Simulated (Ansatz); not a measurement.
Species: GaH$_{2}$ (charge 0, doublet). SMILES: [GaH2]
Geometry: optimised at B3LYP-D3(BJ)/def2-TZVP (Ansatz, a program for electronic structure).

Computed values are from Ansatz. Valence correlation only, unless marked. Open shells are spin-unrestricted. No spin-orbit coupling. The frozen core is the preceding noble-gas configuration, with the filled d and f shells of earlier blocks. Non-relativistic. CBS marks a two-point X^-3 extrapolation of the correlation energy; Hartree-Fock from the larger set (for Q and 5 zeta extrapolated as (X+1)exp(-9√X)).

Question: What is the dipole moment at CCSD(T)/aug-cc-pVDZ?

Answer: 0.31 D.

Question: What is the vertical ionisation energy (to the singlet) at CCSD(T)/CBS(aug-cc-pVTZ,aug-cc-pVQZ)?

Answer: 7.83 eV.

Question: What is the T1 diagnostic at CCSD/cc-pV5Z?

Answer: 0.014.

Question: What is the atomisation energy De at CCSD(T)/CBS(cc-pVQZ,cc-pV5Z)?

Answer: 113.1 kcal/mol.

Question: What is the total energy at CCSD(T)/CBS(cc-pVQZ,cc-pV5Z)?

Answer: -1924.4948 Eh.
